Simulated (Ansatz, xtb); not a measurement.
# A geometry optimisation of F2GeInSi with r2SCAN-D4/def2-SVP

The starting geometry of this gas-phase doublet was built from a drawn formula by distance geometry; its bonds are those of `F[Si]#[Ge][In][F]`.

```xyz
5

F    -3.7540    1.8550   -0.9175
F     3.1552    0.3202    1.9386
Ge   -0.2532    1.2002   -0.1157
In    2.1264    0.7704    0.4178
Si   -2.1281    1.5328   -0.5704
```

Predict what it relaxes into with r2SCAN-D4/def2-SVP.

A new bond forms, giving a structure given below by its coordinates. Distances that change by over a tenth: Ge3–Si5 (1.96 → 2.29 Å). Contacts that close: In4–Si5 (4.43 → 2.71 Å).

The energy falls by 2.54 eV over 21 steps:

```json
{"step": "1", "E − E(last) (eV)": "2.539"}
{"step": "3", "E − E(last) (eV)": "1.297"}
{"step": "5", "E − E(last) (eV)": "1.155"}
{"step": "8", "E − E(last) (eV)": "0.908"}
{"step": "10", "E − E(last) (eV)": "0.733"}
{"step": "12", "E − E(last) (eV)": "0.436"}
{"step": "14", "E − E(last) (eV)": "0.245"}
{"step": "17", "E − E(last) (eV)": "0.027"}
{"step": "19", "E − E(last) (eV)": "0.002"}
{"step": "21", "E − E(last) (eV)": "0.000"}
```

Final geometry (Å):

| atom | x (Å) | y (Å) | z (Å) |
| --- | --- | --- | --- |
| F | -2.4188 | 1.7375 | -1.5459 |
| F | 2.9555 | 0.6246 | 0.2909 |
| Ge | -1.3129 | 1.0790 | 1.7153 |
| In | 1.0916 | 0.8385 | 0.8429 |
| Si | -1.1690 | 1.3991 | -0.5503 |

From the same start GFN2-xTB ends elsewhere, differing in Ge3–In4 (4.01 against 2.57 Å here).

The end wasn't checked by frequencies. Open shells are spin-unrestricted. Atoms past krypton carry core potentials, without spin–orbit terms. Run with Ansatz 0.2.0, 2.4 min on 2 threads of Intel(R) Xeon(R) 6975P-C (Granite Rapids), with other jobs on the host.
